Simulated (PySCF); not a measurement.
Species: C9H9FO.
Atom-mapped SMILES: `[CH3:1][C:2](=[O:3])[C@@:4]12[C@@H:5]3[C@H:6]4[C@@H:7]([CH2:8][C@H:9]13)[C@@:10]24[F:11]` (hydrogens: H12, H13, H14 on C1; H15 on C5; H16 on C6; H17 on C7; H18, H19 on C8; H20 on C9)

Computed with PBE0-D3(BJ)/def2-SVP geometry optimisation, gas phase (PySCF 2.14.0).

(1) Give the optimised bond lengths and angles.

## Answers

(1) 
```csv
bond,length (pm)
C1–C2,150.4
C2=O3,121.3
C2–C4,147.7
C4–C5,152.8
C5–C6,153.8
C6–C7,153.1
C7–C8,151.0
C8–C9,151.0
C7–C10,149.3
C10–F11,134.2
C4–C9,152.4
C4–C10,153.8
C5–C9,149.0
C6–C10,149.4
"C1–H12, C1–H13, C1–H14",110.0
C5–H15,109.0
C6–H16,109.0
C7–H17,109.2
C8–H18,110.2
C8–H19,110.1
C9–H20,109.2
```

Bonds in one row agree within 1 pm and their mean is given. A selection of angles:
```csv
angle,degrees
C1–C2–O3,122.7
C1–C2–C4,116.8
O3–C2–C4,120.5
C2–C4–C5,124.8
C2–C4–C9,122.4
C2–C4–C10,132.3
C5–C4–C9,58.5
C5–C4–C10,88.5
C9–C4–C10,103.5
C4–C5–C6,90.2
C4–C5–C9,60.6
C6–C5–C9,105.7
C5–C6–C7,103.2
C5–C6–C10,89.7
C7–C6–C10,59.1
C6–C7–C8,110.7
C6–C7–C10,59.2
C8–C7–C10,110.8
C7–C8–C9,98.6
C4–C9–C8,109.8
C4–C9–C5,60.9
C5–C9–C8,111.0
C7–C10–F11,125.1
C4–C10–C7,105.3
C4–C10–F11,124.2
C4–C10–C6,91.5
C6–C10–C7,61.7
C6–C10–F11,131.0
```

Dihedral angles: C1–C2–C4–C5 135° (anticlinal); C2–C4–C5–C6 -142° (anticlinal); C4–C5–C6–C7 -59° (synclinal); C5–C6–C7–C8 -21° (synperiplanar); C6–C7–C8–C9 32° (synclinal); C7–C8–C9–C4 34° (synclinal); C6–C7–C10–F11 122° (anticlinal); C2–C4–C9–C8 143° (anticlinal); C2–C4–C10–C7 -162° (antiperiplanar); C4–C5–C9–C8 102° (anticlinal); C5–C6–C10–C7 -106° (anticlinal).

The 3-membered ring C4–C5–C9 has internal angles of 58.5° to 60.9°. The 3-membered ring C6–C7–C10 has internal angles of 59.1° to 61.7°. The 5-membered ring C5–C6–C7–C8–C9 has internal angles of 98.6° to 111.0° (sum 529°, against 540° for a flat polygon); it is puckered, 0.14 Å rms from its mean plane, widest ring torsion 32°. The 4-membered ring C4–C5–C6–C10 has internal angles of 88.5° to 91.5°; it is planar, 0.01 Å rms from its mean plane, widest ring torsion 1°. The 12 C–C bonds span 1.477 Å (C2–C4, drawn single) to 1.538 Å (C4–C10, drawn single), a spread of 0.061 Å. Of the pairs four or more bonds apart, C1···F11 is among the closest relative to their van der Waals radii: 3.09 Å, 98 % of the sum of Bondi's values. The 5-membered ring C4–C9–C8–C7–C10 has internal angles of 98.6° to 110.8° (sum 528°, against 540° for a flat polygon); it is puckered, 0.15 Å rms from its mean plane, widest ring torsion 34°.

Point group: C1 (no symmetry element, even within 0.4 Å). No frequency check. One conformer, not necessarily the lowest.
